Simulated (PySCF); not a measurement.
PySCF input (TPSSh/def2-TZVPD):

```python
from pyscf import gto, scf, dft

mol = gto.M(
    atom='''
    In    0.05733236   -0.09927199   -0.24914289
    F    -1.71727642   -0.80244287    0.47243683
    F    -0.07684334    1.93697527   -0.24160162
    F     1.48197692   -0.59405154    1.12560944
    ''',
    basis='def2-tzvpd',
    ecp='def2-tzvp',
    charge=-1,
    spin=1,
    verbose=4,
)

mf = dft.UKS(mol, xc='tpssh').density_fit(auxbasis='def2-universal-jkfit')
mf.grids.level = 3
mf.conv_tol = 1e-9
mf.max_cycle = 100
mf.max_memory = 1500
mf.kernel()
if not mf.converged:
    mf = mf.newton()
    mf.kernel(mf.make_rdm1())
for _ in range(2):
    mo, _, stable, _ = mf.stability(return_status=True)
    if stable:
        break
    mf.kernel(mf.make_rdm1(mo, mf.mo_occ))
mf.analyze()
```

Output:

```
ECP def2-tzvp not found for  F
PySCF version 2.14.0

[INPUT] verbose = 4
[INPUT] num. atoms = 4
[INPUT] num. electrons = 49
[INPUT] charge = -1
[INPUT] spin (= nelec alpha-beta = 2S) = 1
[INPUT] symmetry False subgroup None
[INPUT] Mole.unit = angstrom
[INPUT] Symbol           X                Y                Z      unit          X                Y                Z       unit  Magmom
[INPUT]  1 In     0.057332360000  -0.099271990000  -0.249142890000 AA    0.108342458475  -0.187596872941  -0.470811827983 Bohr   0.0
[INPUT]  2 F     -1.717276420000  -0.802442870000   0.472436830000 AA   -3.245182113974  -1.516397254910   0.892776219858 Bohr   0.0
[INPUT]  3 F     -0.076843340000   1.936975270000  -0.241601620000 AA   -0.145212867097   3.660352770355  -0.456560893051 Bohr   0.0
[INPUT]  4 F      1.481976920000  -0.594051540000   1.125609440000 AA    2.800530501726  -1.122594714476   2.127093564825 Bohr   0.0

nuclear repulsion = 186.332764749592
number of shells = 60
number of NR pGTOs = 262
number of NR cGTOs = 176
basis = def2-tzvpd
ecp = def2-tzvp

******** <class 'pyscf.df.df_jk.DFUKS'> ********
method = DFUKS
initial guess = minao
damping factor = 0
level_shift factor = 0
DIIS = <class 'pyscf.scf.diis.CDIIS'>
diis_start_cycle = 1
diis_space = 8
diis_damp = 0
SCF conv_tol = 1e-09
SCF conv_tol_grad = None
SCF max_cycles = 100
direct_scf = False
number electrons alpha = 25  beta = 24
XC library pyscf.dft.libxc version 7.1.2
    S. Lehtola, C. Steigemann, M. J. T. Oliveira, and M. A. L. Marques,  SoftwareX 7, 1–5 (2018)
XC functionals = tpssh
    V. N. Staroverov, G. E. Scuseria, J. Tao, and J. P. Perdew,  J. Chem. Phys. 119, 12129 (2003)
radial grids:
    Treutler-Ahlrichs [JCP 102, 346 (1995); DOI:10.1063/1.469408] (M4) radial grids

becke partition: Becke, JCP 88, 2547 (1988); DOI:10.1063/1.454033
pruning grids: <function nwchem_prune>
grids dens level: 3
symmetrized grids: False
atomic radii adjust function: <function treutler_atomic_radii_adjust>
small_rho_cutoff = 0
Set gradient conv threshold to 3.16228e-05
tot grids = 64664
******** <class 'pyscf.df.df.DF'> ********
auxbasis = def2-universal-jkfit
init E= -456.9062604298
  alpha nocc = 25  HOMO = -0.650765796778064  LUMO = -0.423905259245672
  beta  nocc = 24  HOMO = -0.747969441495302  LUMO = -0.650765796778071

WARN: HOMO -0.650765796778064 >= LUMO -0.650765796778071

[...]
  beta  nocc = 24  HOMO = -0.14191515306317  LUMO = 0.0315657165639429
  HOMO = -0.0331814868855  LUMO = 0.0315657165639  gap/eV = 1.76186
Extra cycle  E= -489.886888026743  delta_E= -6.82e-13  |g|= 3.54e-06  |ddm|= 4.58e-06
converged SCF energy = -489.886888026743  <S^2> = 0.75197894  2S+1 = 2.001978
uhf_internal: lowest eigs of H = [0.29032561 0.29340732 0.29350815]
<class 'pyscf.df.df_jk.DFUKS'> wavefunction is stable in the internal stability analysis
**** SCF Summaries ****
Total Energy =                        -489.886888026742838
Nuclear Repulsion Energy =             186.332764749592059
One-electron Energy =                -1137.148346260901235
Two-electron Energy =                  460.928693484566338
Two-electron Coulomb Energy =          509.269065162687070
DFT Exchange-Correlation Energy =      -48.340371678120718
HOMO-LUMO gap [eV] =                     1.761861146778068
**** MO energy ****
                             alpha | beta                alpha | beta
MO #1   energy= -24.3459496692711  | -24.3429581294878  occ= 1 | 1
MO #2   energy= -24.345948357158   | -24.3429567159464  occ= 1 | 1
MO #3   energy= -24.345943955932   | -24.3429522208615  occ= 1 | 1
MO #4   energy= -4.41253333941579  | -4.41109228658343  occ= 1 | 1
MO #5   energy= -2.83055721451876  | -2.8276886402855   occ= 1 | 1
MO #6   energy= -2.82609953487648  | -2.82547574414347  occ= 1 | 1
MO #7   energy= -2.8260994027617   | -2.82547561559938  occ= 1 | 1
MO #8   energy= -0.885054279869806 | -0.878468254365936 occ= 1 | 1
MO #9   energy= -0.883472936113038 | -0.876941520570715 occ= 1 | 1
MO #10  energy= -0.883471652269224 | -0.876940353787426 occ= 1 | 1
MO #11  energy= -0.541591659415425 | -0.535853561732145 occ= 1 | 1
MO #12  energy= -0.54043047517892  | -0.53568294672412  occ= 1 | 1
MO #13  energy= -0.540430394433602 | -0.535682891486528 occ= 1 | 1
MO #14  energy= -0.536961731003568 | -0.533145478924928 occ= 1 | 1
MO #15  energy= -0.536961606363235 | -0.533145294147559 occ= 1 | 1
MO #16  energy= -0.242651035280431 | -0.228158545429544 occ= 1 | 1
MO #17  energy= -0.180015894512894 | -0.167979161134982 occ= 1 | 1
MO #18  energy= -0.18001526020156  | -0.167978866767491 occ= 1 | 1
MO #19  energy= -0.160353576144773 | -0.154497075052442 occ= 1 | 1
MO #20  energy= -0.149120460732486 | -0.144546744463239 occ= 1 | 1
MO #21  energy= -0.149119153920163 | -0.144544944991693 occ= 1 | 1
MO #22  energy= -0.14469021713948  | -0.142025480115188 occ= 1 | 1
MO #23  energy= -0.144689493714692 | -0.141917094937692 occ= 1 | 1
MO #24  energy= -0.143999006032299 | -0.14191515306317  occ= 1 | 1
MO #25  energy= -0.0331814868854927 | 0.0315657165639429 occ= 1 | 0
MO #26  energy= 0.133301988649103  | 0.148053086459022  occ= 0 | 0
MO #27  energy= 0.139440420617192  | 0.151783844565998  occ= 0 | 0
MO #28  energy= 0.139440759303192  | 0.152511193385565  occ= 0 | 0
MO #29  energy= 0.142427628729018  | 0.152511674228639  occ= 0 | 0
MO #30  energy= 0.178920590717937  | 0.186359318480195  occ= 0 | 0
MO #31  energy= 0.178921016309963  | 0.186360164874933  occ= 0 | 0
MO #32  energy= 0.18440037043683   | 0.190846065588389  occ= 0 | 0
MO #33  energy= 0.184400625168176  | 0.190846306636169  occ= 0 | 0
MO #34  energy= 0.185947333910451  | 0.19163919395505   occ= 0 | 0
MO #35  energy= 0.242257033697285  | 0.253618845058023  occ= 0 | 0
MO #36  energy= 0.24613329116731   | 0.266322464712058  occ= 0 | 0
MO #37  energy= 0.246133732494942  | 0.266323186602006  occ= 0 | 0
MO #38  energy= 0.273343929053375  | 0.280406489386456  occ= 0 | 0
MO #39  energy= 0.298828949179649  | 0.308208622719589  occ= 0 | 0
MO #40  energy= 0.29882972260031   | 0.308208984897291  occ= 0 | 0
MO #41  energy= 0.309363810057107  | 0.310841931555296  occ= 0 | 0
MO #42  energy= 0.315329375883493  | 0.319076294543833  occ= 0 | 0
MO #43  energy= 0.315329793164169  | 0.319077303934799  occ= 0 | 0
MO #44  energy= 0.332659614404792  | 0.334866436630956  occ= 0 | 0
MO #45  energy= 0.347461385061472  | 0.350307368085247  occ= 0 | 0
MO #46  energy= 0.347462093634886  | 0.350308241683764  occ= 0 | 0
MO #47  energy= 0.398321975389894  | 0.40443150722949   occ= 0 | 0
MO #48  energy= 0.421987414219964  | 0.428019114251087  occ= 0 | 0
MO #49  energy= 0.438340327909702  | 0.443618815307667  occ= 0 | 0
MO #50  energy= 0.43834181244949   | 0.443619726829825  occ= 0 | 0
MO #51  energy= 0.449337294811704  | 0.460603859480914  occ= 0 | 0
MO #52  energy= 0.449338458550513  | 0.460605601698462  occ= 0 | 0
MO #53  energy= 0.511358362885486  | 0.519489246682701  occ= 0 | 0
MO #54  energy= 0.513860209773078  | 0.521547843253935  occ= 0 | 0
MO #55  energy= 0.513860454943194  | 0.521548421228289  occ= 0 | 0
MO #56  energy= 0.620416577750312  | 0.623183727279208  occ= 0 | 0
MO #57  energy= 0.68891976339322   | 0.692993359874116  occ= 0 | 0
MO #58  energy= 0.688921186128949  | 0.692994115721675  occ= 0 | 0
MO #59  energy= 0.697969437678826  | 0.698940275831917  occ= 0 | 0
MO #60  energy= 0.705944532492962  | 0.715823587539247  occ= 0 | 0
MO #61  energy= 0.715005781670665  | 0.718690620340883  occ= 0 | 0
MO #62  energy= 0.715008036247255  | 0.718691023549803  occ= 0 | 0
MO #63  energy= 0.728031106558756  | 0.728039390547428  occ= 0 | 0
MO #64  energy= 0.728033368698577  | 0.728040144779236  occ= 0 | 0
MO #65  energy= 0.830489218412955  | 0.832981283728     occ= 0 | 0
MO #66  energy= 0.830490680610811  | 0.832982780749564  occ= 0 | 0
MO #67  energy= 0.854691953508457  | 0.858468369504111  occ= 0 | 0
MO #68  energy= 0.854693288703275  | 0.858469470353079  occ= 0 | 0
MO #69  energy= 0.857434683470173  | 0.860490973024588  occ= 0 | 0
MO #70  energy= 0.86941317336606   | 0.870847886111685  occ= 0 | 0
MO #71  energy= 0.884206608013927  | 0.887480242103137  occ= 0 | 0
MO #72  energy= 0.893484329776903  | 0.901320389096065  occ= 0 | 0
MO #73  energy= 0.893486433912418  | 0.901323741507295  occ= 0 | 0
MO #74  energy= 0.917289044429656  | 0.920083179410561  occ= 0 | 0
MO #75  energy= 0.936138250469017  | 0.942748291419689  occ= 0 | 0
MO #76  energy= 0.936139412183073  | 0.942748869219165  occ= 0 | 0
MO #77  energy= 1.03116870942021   | 1.04187776311104   occ= 0 | 0
MO #78  energy= 1.07759200429976   | 1.08387543664493   occ= 0 | 0
MO #79  energy= 1.07759403406308   | 1.08387889180412   occ= 0 | 0
MO #80  energy= 1.08405289607489   | 1.09152769571263   occ= 0 | 0
MO #81  energy= 1.10029595705176   | 1.11910497841626   occ= 0 | 0
MO #82  energy= 1.10029738521683   | 1.11910545516845   occ= 0 | 0
MO #83  energy= 1.15718964484751   | 1.17734226439278   occ= 0 | 0
MO #84  energy= 1.15773854058137   | 1.17952476144427   occ= 0 | 0
MO #85  energy= 1.15773997817776   | 1.17952666053322   occ= 0 | 0
MO #86  energy= 1.24631006651833   | 1.24902233794512   occ= 0 | 0
MO #87  energy= 1.25845900912395   | 1.26915415896921   occ= 0 | 0
MO #88  energy= 1.26898756901422   | 1.27177465156155   occ= 0 | 0
MO #89  energy= 1.26899000691938   | 1.27177870204521   occ= 0 | 0
MO #90  energy= 1.31746922973688   | 1.32616268471857   occ= 0 | 0
MO #91  energy= 1.31747231378623   | 1.32616550771438   occ= 0 | 0
MO #92  energy= 1.35756883945621   | 1.36666466687574   occ= 0 | 0
MO #93  energy= 1.43425287794649   | 1.43661136188025   occ= 0 | 0
MO #94  energy= 1.43425646399268   | 1.43661468804417   occ= 0 | 0
MO #95  energy= 1.43689665786329   | 1.44209100542083   occ= 0 | 0
MO #96  energy= 1.66627473254573   | 1.66946483110906   occ= 0 | 0
MO #97  energy= 1.66628028216349   | 1.66947328437552   occ= 0 | 0
MO #98  energy= 2.3803009085308    | 2.38672411530327   occ= 0 | 0
MO #99  energy= 2.41962628330484   | 2.42369475788372   occ= 0 | 0
MO #100 energy= 2.42652582430849   | 2.42940168110965   occ= 0 | 0
MO #101 energy= 2.42653103253944   | 2.42940721824943   occ= 0 | 0
MO #102 energy= 2.43131143721762   | 2.4350057781434    occ= 0 | 0
MO #103 energy= 2.44623163524325   | 2.44974259609406   occ= 0 | 0
MO #104 energy= 2.44623378511595   | 2.44974466560887   occ= 0 | 0
[...]
```
